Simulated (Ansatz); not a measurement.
Basis sets compared for Cs₂I₂⁻ (the lowest doublet isomer of a short search). Total charge -1; doublet. Geometry PBE-D4/def2-SVPD. Ansatz on 4 threads of Arm Neoverse V1 on a shared host; times are rough, and most runs start from earlier orbitals.

```
atom   x (Å)   y (Å)   z (Å)
 Cs1  -1.983   0.274   1.454
 Cs2   1.988  -0.283  -1.447
  I3   1.284   2.018   1.372
  I4  -1.289  -2.009  -1.379
```

In the def2 sets Cs, I take a core potential; there is no spin–orbit coupling. At PBE-D4/def2-SVPD, PBE-D4/def2-TZVPD, PBE0-D4/def2-SVPD, PBE0-D4/def2-TZVPD the highest occupied level of the charge -1 doublet lies above zero (up to 0.50 eV). Energy differences put its binding near zero (0.08 eV; vertical, to the charge 0 singlet, at CCSD(T)/def2-SVPD), which leaves it undecided. At PBE-D4/def2-SVPD, PBE-D4/def2-TZVPD the gap within one spin of the charge -1 doublet nearly closes, so an electron or hole may be smeared out by delocalisation error. The structure comes from a short search, and lower isomers may exist.

```
            level  functions  energy (Eh)  HOMO (eV)  LUMO (eV)  wall time
 PBE-D4/def2-SVPD        124    -635.9407       0.50       0.58      5.5 s
PBE0-D4/def2-SVPD        124    -635.9833       0.32       0.73       10 s
```

Question: Estimate the rows for PBE-D4/def2-TZVPD, PBE0-D4/def2-TZVPD (with forces).

Answer: 
```json
{"level": "PBE-D4/def2-TZVPD", "functions": "182", "energy (Eh)": "-635.9567", "HOMO (eV)": "0.49", "LUMO (eV)": "0.58", "wall time": "6.5 s"}
{"level": "PBE0-D4/def2-TZVPD (with forces)", "functions": "182", "energy (Eh)": "-635.9974", "HOMO (eV)": "0.32", "LUMO (eV)": "0.74", "wall time": "10 s"}
```
